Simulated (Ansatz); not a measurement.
A run for Ansatz (a program for electronic structure): U-PBE0/def2-TZVPP on Cl2Ta (SMILES [Cl][Ta][Cl]), 2S+1 = 4, a spin state set in the input, which need not be the lowest. Elements past Kr take the def2 small-core potentials; no spin–orbit coupling.

Ansatz 0.2 input:
```yaml
crystal:
  periodic: [false, false, false]
  atoms:
    - {symbol: Ta, position_ang: [-0.01105051, 0.01579969, -0.02343648]}
    - {symbol: Cl, position_ang: [-0.17387183, 1.68678973, -1.61114882]}
    - {symbol: Cl, position_ang: [0.15165362, -1.65521782, 1.56426567]}
basis:
  gaussian:
    orbitals: def2-TZVPP
hamiltonian:
  xc: {name: PBE0}
magnetization: {spin_polarized: true, initial_magnetization: 3}
output: {forces: true}
```

Output:

```
WARN ansatz: RAYON_NUM_THREADS=4 ignored (pool sized by the plan → 4); use --threads N
Functional definition: PBE0
integrals: 0.06 GiB planned
1058 factors; their error is unknown
mean field: 0.78 GiB planned
mean field evaluation 1: about -26589.7867 eV, gradient 1.1e1 eV
mean field evaluation 2: about -26589.8451 eV, gradient 1.2e1 eV
mean field evaluation 4: about -26590.4865 eV, gradient 1.2e0 eV
mean field evaluation 8: about -26590.5628 eV, gradient 3.2e-2 eV
mean field evaluation 16: about -26590.5628 eV, gradient 2.0e-5 eV
mean field -26590.56284665 eV, -977.1851608836 hartree, gradient 2.0e-5 eV, S^2 3.762283; 2 other end points of the search recorded, 0 dependent functions left out
the calculation of the forces begins
reference -26590.56287987 eV, -977.1851621043 hartree; 25, 22 occupied and 115, 118 virtual orbitals, 1058 factors
Total energy: -26590.56287987 eV, -977.1851621043 hartree
Atom 0 at    -0.011051     0.015800    -0.023436 Å, force    -0.000023    -0.000005    -0.000003 eV/Å
Atom 1 at    -0.173872     1.686790    -1.611149 Å, force     0.021377    -0.219347     0.208417 eV/Å
Atom 2 at     0.151654    -1.655218     1.564266 Å, force    -0.021354     0.219352    -0.208414 eV/Å
Dipole moment:     0.000019     0.000004     0.000002 e Å
```

The calculation finished and met its thresholds.

Cost: around 11 core-seconds (rough).
